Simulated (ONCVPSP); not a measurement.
## What one change does to a pseudopotential (C, ONCV)

```json
{
 "Element": "carbon (C)",
 "Generator": "ONCVPSP 4.0.1",
 "Type": "optimised norm-conserving Vanderbilt (ONCV)",
 "Functional": "PBEsol",
 "Relativity": "scalar-relativistic",
 "Frozen core": "[He]",
 "Valence charge": "4",
 "Reference configuration": "2s1 2p3",
 "Partial waves": "2s: rc 1.20 bohr, ncon 4, nbas 7, qcut 6.8 1/bohr, 1 projector; 2p: rc 1.75 bohr, ncon 4, nbas 7, qcut 8.2 1/bohr, 2 projectors, debl 2.4 Ha; d scattering state at 0.19 Ha: rc 1.55 bohr, ncon 4, nbas 7, qcut 6.8 1/bohr, 2 projectors, debl 1.7 Ha",
 "Local potential": "polynomial inside 1.00 bohr (lpopt 3, dvloc0 1 Ha)",
 "Core correction": "polynomial model core, fcfact 0.25"
}
```

Change: p: qcut 6.

Cutoffs: the cutoffs (Ha) at which the residual kinetic energy of the hardest occupied pseudo-wave falls to 1 and 0.1 mHa per electron; they do not see the model core or the augmentation charge, which bear on the density cutoff. Errors are all-electron minus pseudo energies relative to the spin-unpolarised reference configuration.

Predict the effect on cutoff, ghosts and configuration errors.

The potential gets neither clearly harder nor softer (20 Ha and 28 Ha → 19 Ha and 28 Ha); the s channel sets the loose cutoff, while the largest relative change is in p, which becomes softer; of the 4 tests that both files solve, the error grows in 3 and shrinks in 1 by more than 15 % and 0.3 meV (median size 20.5 → 33.1 meV); neither file shows a bound ghost.

```tsv
quantity	base	changed
cutoff, loose	20 Ha	19 Ha
cutoff, tight	28 Ha	28 Ha
loose cutoff by channel	s 19 Ha, p 20 Ha	s 19 Ha, p 15 Ha
bound ghosts	none	none
GHOST(+) flags under 300 eV	none	none
error for 2s2 2p2, meV [ΔE -8.43 eV]	+2.0	+0.1
error for 2s2 2p1, meV [ΔE 2.36 eV]	+33	+53
error for 2s2 2p0, meV [ΔE 26.38 eV]	+193	+307
error for 2s1 2p2, meV [ΔE 11.08 eV]	+7.7	+13
s: phases at 1.22 bohr within 0.05 rad from the reference energy up to (Ha; the scan ends near 5)	3.8	3.8
p: phases at 1.78 bohr within 0.05 rad from the reference energy up to (Ha; the scan ends near 5)	to the end of the scan	to the end of the scan
d: phases at 1.57 bohr within 0.05 rad from the reference energy up to (Ha; the scan ends near 5)	to the end of the scan	to the end of the scan
rms error of d²Exc/dni dnj with the model core, mHa	1.08	1.23
```
